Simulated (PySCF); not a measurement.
B(H)(Br)(OEt) (C2H6BBrO), SMILES CCOBBr. Geometry: PBE0-D3(BJ)/def2-SVP. This is a generated structure with no PubChem entry under its InChIKey; it may be hypothetical. Other conformers were not sampled.

Computed equilibrium geometry at PBE0-D3(BJ)/def2-SVP (PySCF confirms it by a frequency run) as a Z-matrix (one conformer of several):
```
C
H 1 1.1014
H 1 1.1035 2 107.81
O 1 1.4196 2 106.83 3 -117.95
B 4 1.3309 1 122.70 2 127.75
H 5 1.2077 4 122.99 1 -1.19
C 1 1.5100 2 110.72 3 121.76
H 7 1.0998 1 110.66 2 61.79
H 7 1.1002 8 108.40 1 120.97
H 7 1.1004 8 108.22 9 117.21
Br 5 1.9181 6 118.64 4 179.94
```
